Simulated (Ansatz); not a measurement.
Cost and result for the atomization energy of `C[Te]/C=C/F` (10 atoms, 9 bonds).

Z-matrix (Å, degrees):
```
C
Te 1 2.140
H 1 1.087 2 109.6
H 1 1.090 2 106.9 3 -119.2
H 1 1.088 2 109.7 3 122.0
C 2 2.088 1 95.7 3 -62.2
C 6 1.321 2 119.9 1 111.9
H 6 1.084 2 119.7 1 -72.3
F 7 1.337 6 122.0 2 175.7
H 7 1.085 6 125.7 2 -4.1
```

Total charge 0; spin multiplicity 1. Correlated methods include outer-core shells of Te, which these sets cover unevenly. Te takes the def2 core potential. The structure was optimised at the PBE0-D4/def2-TZVP level. It is one conformer, not always the lowest. Program: Ansatz. All runs use 4 threads of an Arm Neoverse V1 on a shared host. Times are those of one run each, without the atoms' runs, and a repeat can differ threefold. Electronic energies, without spin–orbit coupling; frozen cores. CCSD(T)/CBS adds CCSD(T) − MP2 in def2-TZVPP to the MP2 limit, and its time is that of the two runs behind it. T1 = 0.011. With those shells the extrapolation isn't a true limit. B3LYP takes the VWN-RPA correlation (the form of Gaussian; ORCA's B3LYP/G).

CCSD(T)/CBS is a level of theory with its own doubt, some kJ/mol a heavy atom from the limit and from the frozen cores, so smaller differences don't rank the functionals.

| level | functions | wall time | atomization (kJ/mol) | difference from CCSD(T)/CBS | per bond |
| --- | --- | --- | --- | --- | --- |
| PBE-D4/def2-TZVPP (with forces) | 244 | 2.5 s | 3851.1 | 109.1 | 12.1 |
| PBE0-D4/def2-TZVPP | 244 | 2.9 s | 3757.2 | 15.2 | 1.7 |
| r2SCAN-D4/def2-TZVPP (with forces) | 244 | 4.4 s | 3739.5 | -2.5 | -0.3 |
| B3LYP-D4/def2-TZVPP (with forces) | 244 | 4.4 s | 3730.8 | -11.2 | -1.2 |
| B2PLYP/def2-TZVPP | 244 | 6 s | 3690.3 | -51.7 | -5.7 |
| ωB97X-V/def2-TZVPP | 244 | 7.5 s | 3730.3 | -11.7 | -1.3 |
| ωB97M-V/def2-TZVPP (with forces) | 244 | 11 s | 3727.0 | -15.0 | -1.7 |
| MP2/def2-QZVPP | 460 | 21 s | 3772.3 | 30.3 | 3.4 |
| CCSD(T)/def2-TZVPP | 244 | 4.2 min | 3634.7 | -107.3 | -11.9 |
| CCSD(T)/CBS(def2) | – | 4.5 min | 3742.0 | 0.0 | 0.0 |

In def2-TZVPP, CCSD(T) changes the Hartree–Fock value by +988.6 kJ/mol (the triples alone add +71.3 kJ/mol) and MP2 by +1062.7 kJ/mol; breaking electron pairs costs correlation energy, which Hartree–Fock lacks. From PBE to PBE0 (25 % exact exchange), in def2-TZVPP and without D4, the atomization energy moves by −90.7 kJ/mol: exact exchange takes away binding that semilocal exchange gives to molecules. The D4 term adds +34.5 kJ/mol with B3LYP and +18.0 kJ/mol with PBE0; it sums over pairs of atoms, weighted by their polarisabilities, and B3LYP, whose exchange is more repulsive, gets the larger term.

Spin–orbit coupling would lower the free Te atoms strongly, and the atomization energy with them, by more than many differences here.
